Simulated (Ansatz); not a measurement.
```yaml
crystal:
  periodic: [true, true, true]
  atoms:
    - {symbol: O, position_ang: [0.086364, 0.512688, 1.940059]}
    - {symbol: Si, position_ang: [0.134939, 0.543263, 0.227681]}
    - {symbol: Cl, position_ang: [-0.799046, 2.399877, -0.368810]}
    - {symbol: B, position_ang: [0.979440, -0.793647, -0.982529]}
    - {symbol: N, position_ang: [-0.450469, -0.920801, -0.660549]}
    - {symbol: H, position_ang: [-0.423821, 1.253316, 2.393787]}
    - {symbol: H, position_ang: [1.783402, -1.447833, -1.675595]}
    - {symbol: H, position_ang: [-1.214105, -1.606924, -0.932633]}
basis:
  gaussian: {orbitals: def2-SVP}
hamiltonian: {xc: {name: revPBE}, dispersion: d3bjatm}
output: {forces: true}
```

```sh
$ ansatz run in.yaml --threads 2 --pin off --events-out ev --progress --plain --max-ram 4352MiB
```

It prints (some lines left out):

```
Error: YAML parse error: error: line 2 column 3: crystal: missing field `lattice` (a structure is typed as `lattice` and `atoms`, a molecule's as `atoms` in Å alone, or read from a run's directory, `checkpoint`)
 --> <input>:2:3
1 | crystal:
2 |   periodic: [true, true, true]
3 |   atoms:
4 |     - {symbol: O, position_ang: [0.086364, 0.512688, 1.940059]}
```

Q: What is wrong with this run?

A: The molecule is marked periodic without a cell. The program refused the input.
